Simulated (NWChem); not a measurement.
Species: C2H5FOSi; SMILES C=C(F)[SiH2]O

```xyz
10

C      0.9686     1.8071     0.4026
C      0.0684     0.9084     0.0061
F     -1.2383     1.2987    -0.1378
Si     0.3572    -0.8999    -0.4263
O     -0.3873    -1.9425     0.6373
H      0.6954     2.8393     0.6053
H      2.0056     1.5176     0.5324
H      1.8089    -1.1676    -0.3186
H     -0.1351    -1.1050    -1.8166
H     -1.3544    -1.9273     0.6547
```
Atoms are numbered in this order, from 1.

All runs: NWChem. Medium grid unless said otherwise, to which SCAN and Minnesota functionals are sensitive. Geometry: optimised at B3LYP/6-31G* (spherical d). Hybrids' shares of exact exchange are those that their runs print; pure functionals count as 0. The functionals differ in more than this share.

```csv
row,share of exact exchange,highest occupied level (eV)
PBE/def2-SVP,0.00,-6.44
PW91/def2-SVP,0.00,-6.48
B3LYP/def2-SVP,0.20,-7.47
M05-2X/def2-SVP,0.56,-9.13
Hartree-Fock/def2-SVP,1.00,withheld
```

Fit a straight line of the last column on the one before it, predict the withheld value, and compare with the run.


1. Means of the 4 shown rows: x = 0.190, y = -7.380. Slope Σ(x − x̄)(y − ȳ)/Σ(x − x̄)² = -0.9980/0.2092 = -4.771; intercept -6.474.
2. The shown rows scatter about the line by 0.028 (root mean square); the largest residual is -0.04, at B3LYP/def2-SVP.
3. At x = 1.00 (Hartree-Fock/def2-SVP; beyond the shown range) the line gives -11.24.
4. The run gives -10.56, +0.68 from the line, 24.1 times the scatter.
